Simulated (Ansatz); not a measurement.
Reaction (redistribution): `B[SiH]1OP1` + `CB(C)Cl` → `O1[SiH2]P1` + `BCB(C)Cl`

Isolated molecules relaxed with PBE0-D4/def2-TZVP in Ansatz; ΔE leaves out vibrations. CBS: MP2 limit from def2 TZ/QZ plus the TZ coupled-cluster correction, frozen cores. DFT in def2-TZVPP. B3LYP here is the variant with VWN-RPA as its local correlation; programs differ in this. Each species was taken in one conformer, which may not be the lowest.

`B[SiH]1OP1`:

Cartesian coordinates in Å:
```
B 1.114 0.678 0.541
Si -0.058 -0.858 0.301
O -1.719 -0.565 0.297
P -1.391 -0.358 -1.362
H 0.620 1.749 0.726
H 2.294 0.584 0.378
H 0.283 -2.286 0.486
H -1.143 1.056 -1.368
```

`CB(C)Cl`:

Cartesian coordinates in Å:
```
C 0.113 -0.912 -1.044
B 0.088 0.440 -0.270
C -0.183 0.562 1.259
Cl 0.387 1.928 -1.184
H -0.506 -1.677 -0.570
H 1.146 -1.285 -1.005
H -0.149 -0.823 -2.099
H 0.269 1.441 1.721
H -1.270 0.664 1.384
H 0.105 -0.337 1.808
```

`O1[SiH2]P1`:

```xyz
6

O    -0.240    0.571   -1.110
Si    0.365    0.400    0.437
P    -1.374   -0.540   -0.415
H     0.263    1.600    1.295
H     1.680   -0.270    0.525
H    -0.693   -1.761   -0.733
```

`BCB(C)Cl`:

```xyz
12

B    -0.858    0.014    1.611
C    -1.142   -0.216    0.103
B     0.235   -0.533   -0.568
C     1.284    0.551   -0.957
Cl    0.624   -2.224   -0.907
H    -1.197   -0.783    2.436
H    -0.257    0.988    1.966
H    -1.448    0.749   -0.323
H    -1.880   -0.995   -0.085
H     1.094    1.519   -0.489
H     2.308    0.236   -0.742
H     1.235    0.694   -2.044
```

```csv
level,ΔE (kJ/mol)
B3LYP-D4,-12.3
SCS-MP2/def2-TZVPP,-27.4
SCS-MP2/def2-QZVPP,-27.6
CCSD/CBS(def2),-22.2
```

Question: What does CCSD(T)/CBS give? (Best estimate.)

Answer: Ansatz gave: -18.9 kJ/mol. The listed levels differ from it by 6.6, -8.5, -8.7, -3.3 kJ/mol.

Largest T1 diagnostic among the species: 0.021, so the coupled-cluster value is less sure than usual.

From PBE to PBE0 (25 % exact exchange), in def2-TZVPP and without D4, ΔE moves by −8.9 kJ/mol. In def2-TZVPP, CCSD(T) changes the Hartree–Fock value by +11.7 kJ/mol (the triples alone add +3.2 kJ/mol) and MP2 by +4.5 kJ/mol.
